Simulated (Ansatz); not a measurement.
`[Li][O][Li]` + dimethylamine → `[Li][N](C)C` + `[Li][OH]` at 298.15 K and 1 bar (ligand exchange at a Li–O bond).

Isolated molecules relaxed with PBE0-D4/def2-TZVP in Ansatz; ΔE leaves out vibrations. CCSD(T)/CBS is the MP2 limit (def2-TZVPP, def2-QZVPP) plus CCSD(T) − MP2 in def2-TZVPP, frozen cores. For Li outer-core shells are correlated without core-valence functions, which leaves a few kJ/mol of doubt a bond.

```csv
species,CCSD(T)/CBS energy (Eh),H − E (kJ/mol),S (J/(mol·K))
`[Li][O][Li]`,-90.22019,25.3,229.2
`CNC`,-135.00321,256.9,271.4
`[Li][N](C)C`,-141.90308,227.9,292.7
`[Li][OH]`,-83.31445,45.1,208.8
```

H − E and S are ideal-gas, rigid-rotor, harmonic terms from PBE0-D4/def2-TZVP. 1 Eh = 2625.50 kJ/mol, R = 8.31446 J/(mol·K).

Task: By hand: ΔE, ΔH, ΔS and ΔG.

Result: ΔE = (-141.90308) + (-83.31445) − (-90.22019) − (-135.00321) = 0.00587 Eh = 15.4 kJ/mol. Δ(H − E) = 227.9 + 45.1 − 25.3 − 256.9 = -9.2, so ΔH = 6.2 kJ/mol. ΔS = 292.7 + 208.8 − 229.2 − 271.4 = 0.9 J/(mol·K). ΔG = 6.2 − 298.15 × (0.9)/1000 = 5.9 kJ/mol.

Task: By hand: the equilibrium constant, and the temperature at which ΔG would vanish if ΔH and ΔS stayed fixed.

Result: log₁₀ K = −ΔG/(RT ln 10) = -1.0. ΔG = 0 at ΔH/ΔS = 6889 K, far beyond where these terms or the molecules hold.

The number of gas molecules stays the same, so ΔS is small and ΔH decides. The sign of ΔG lies within the doubt. A doubt of 5 kJ/mol in ΔE shifts log₁₀ K by 0.9 here. These are equilibria of isolated gas molecules and say nothing of rates. Largest T1 diagnostic: 0.021 (customary marks: 0.02 for closed shells, 0.045 for open ones).
